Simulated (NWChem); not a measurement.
The numbers come from NWChem runs, not from measurements. System: F$_{2}$In, charge 1, spin multiplicity 1, at the geometry of a parent with another charge or spin, in a state set for the comparison that need not be this species' ground state. Level: PBE0/x2c-SVPall-2c, scalar ZORA.

Input file:

```
start mol
memory heap 200 mb stack 900 mb global 1100 mb
charge 1
geometry units angstroms nocenter noautoz noautosym
  In     0.000000     0.000000     0.271156
  F      1.708634     0.000000    -0.738146
  F     -1.708634     0.000000    -0.738146
end
basis spherical
  * library x2c-svpall-2c
end
relativistic
  zora on
end
dft
  xc pbe0
  semidirect memsize 60000000 filesize 0
  iterations 100
  grid fine
end
task dft energy
```

Part of the output:

```
             Northwest Computational Chemistry Package (NWChem) 7.3.0
             --------------------------------------------------------

                                NWChem Input Module
                                -------------------

 Scaling coordinates for geometry "geometry" by  1.889725989
 (inverse scale =  0.529177249)

                             Geometry "geometry" -> ""
                             -------------------------

 Output coordinates in angstroms (scale by  1.889725989 to convert to a.u.)

  No.       Tag          Charge          X              Y              Z
 ---- ---------------- ---------- -------------- -------------- --------------
    1 In                  49.0000     0.00000000     0.00000000     0.27115600
    2 F                    9.0000     1.70863400     0.00000000    -0.73814600
    3 F                    9.0000    -1.70863400     0.00000000    -0.73814600

 Effective nuclear repulsion energy (a.u.)     247.7366242953

            Nuclear Dipole moment (a.u.)
            ----------------------------
        X                 Y               Z
 ---------------- ---------------- ----------------
     0.0000000000     0.0000000000     0.0000302356


 Summary of "ao basis" -> "" (spherical)
 ------------------------------------------------------------------------------
       Tag                 Description            Shells   Functions and Types
 ---------------- ------------------------------  ------  ---------------------
 *                       x2c-svpall-2c                on all atoms

                                 NWChem DFT Module
                                 -----------------

 Summary of "ao basis" -> "ao basis" (spherical)
 ------------------------------------------------------------------------------
       Tag                 Description            Shells   Functions and Types
 ---------------- ------------------------------  ------  ---------------------
 In                      x2c-svpall-2c              18       50   6s8p4d
 F                       x2c-svpall-2c               6       14   3s2p1d

 Summary of "ao basis" -> "ao basis" (spherical)
[...]
 Vector   33  Occ=2.000000D+00  E=-6.317547D-01
              MO Center=  6.8D-05,  1.6D-09, -7.1D-01, r^2= 3.4D+00
   Bfn.  Coefficient  Atom+Function         Bfn.  Coefficient  Atom+Function
  ----- ------------  ---------------      ----- ------------  ---------------
    54      0.351109  2 F  px                68      0.351098  3 F  px
    56      0.320985  2 F  pz                70     -0.320969  3 F  pz
    57      0.238018  2 F  px                71      0.238011  3 F  px
    59      0.225652  2 F  pz                73     -0.225642  3 F  pz
    39      0.113975  1 In d  1              44     -0.047621  1 In d  1

 Vector   34  Occ=0.000000D+00  E=-4.643597D-01
              MO Center=  7.1D-07, -7.0D-08,  4.6D-01, r^2= 2.9D+00
   Bfn.  Coefficient  Atom+Function         Bfn.  Coefficient  Atom+Function
  ----- ------------  ---------------      ----- ------------  ---------------
     5      0.789484  1 In s                  4     -0.466218  1 In s
    21      0.268519  1 In pz                56     -0.219155  2 F  pz
    70     -0.219155  3 F  pz                15     -0.203159  1 In pz
    54      0.187943  2 F  px                68     -0.187943  3 F  px
     6      0.169891  1 In s                 59     -0.163646  2 F  pz

 Vector   35  Occ=0.000000D+00  E=-2.984703D-01
              MO Center=  9.1D-08,  8.4D-08,  3.7D-01, r^2= 3.4D+00
   Bfn.  Coefficient  Atom+Function         Bfn.  Coefficient  Atom+Function
  ----- ------------  ---------------      ----- ------------  ---------------
    23      0.623684  1 In py                20      0.539754  1 In py
    14     -0.396313  1 In py                11      0.177659  1 In py
    55     -0.144583  2 F  py                69     -0.144583  3 F  py
    58     -0.114593  2 F  py                72     -0.114592  3 F  py
    42      0.095147  1 In d -1              37     -0.056398  1 In d -1

 Vector   36  Occ=0.000000D+00  E=-2.271237D-01
              MO Center=  5.3D-08, -2.5D-08, -5.6D-02, r^2= 3.8D+00
   Bfn.  Coefficient  Atom+Function         Bfn.  Coefficient  Atom+Function
  ----- ------------  ---------------      ----- ------------  ---------------
    24      0.723570  1 In pz                 5     -0.445973  1 In s
    21      0.405889  1 In pz                15     -0.311088  1 In pz
     4      0.239160  1 In s                 54     -0.196525  2 F  px
    68      0.196525  3 F  px                53      0.192450  2 F  s
    67      0.192450  3 F  s                 57     -0.166602  2 F  px

 center of mass
 --------------
 x =   0.00000000 y =   0.00000000 z =   0.03843389

 moments of inertia (a.u.)
 ------------------
         103.875337011888           0.000000000000           0.000000000000
           0.000000000000         500.009942102260           0.000000000000
           0.000000000000           0.000000000000         396.134605090372

     Multipole analysis of the density
     ---------------------------------

     L   x y z        total         alpha         beta         nuclear
     -   - - -        -----         -----         ----         -------
     0   0 0 0      1.000000    -33.000000    -33.000000     67.000000

     1   1 0 0      0.000005      0.000002      0.000002      0.000000
     1   0 1 0      0.000000      0.000000      0.000000      0.000000
     1   0 0 1      1.929963      0.964966      0.964966      0.000030

     2   2 0 0    -25.704225   -106.681368   -106.681368    187.658510
     2   1 1 0     -0.000000     -0.000000     -0.000000      0.000000
     2   1 0 1     -0.000011     -0.000005     -0.000005      0.000000
     2   0 2 0    -19.168687     -9.584343     -9.584343      0.000000
     2   0 1 1      0.000000      0.000000      0.000000      0.000000
     2   0 0 2    -19.224030    -33.556402    -33.556402     47.888774

 Task  times  cpu:        6.6s     wall:        6.6s

 Total times  cpu:        6.6s     wall:        6.6s
```
